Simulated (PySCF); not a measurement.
**How methods differ on the excitation energy of Se**

Se [Ar] 3d10 4s2 4p4 (3P) → Se [Ar] 3d10 4s1 4p5 (3P), as a difference of total energies. Computed with PySCF 2.14 in x2c-TZVPPall (6s5p4d1f, 48 functions), with the spin-free X2C one-electron Hamiltonian (Gaussian nucleus). Correlated levels: valence: [Ar] 3d10 frozen. The calculations carry no spin-orbit coupling.

| method | excitation energy (eV) |
| --- | --- |
| UHF | 11.745 |
| MP2 (valence) | 10.864 |
| SCS-MP2 (valence) | 10.753 |
| CCSD (valence) | 10.004 |
| CCSD(T) (valence) | 9.639 |
| CCSDT (valence) | 9.637 |

Question: How much does correlation contribute at CCSD(T) (valence)?

Answer: 9.639 − (11.745) = -2.106 eV, measured against UHF.

A first-order spin-orbit estimate (lowest level to lowest level, LS coupling) adds -0.013 eV.

The upper state lies above the first ionisation limit, where it may autoionise and the basis confines it.

The coupled-cluster amplitudes are large for the upper state (T1 above 0.03 or a double amplitude above 0.15), so a single reference is strained.
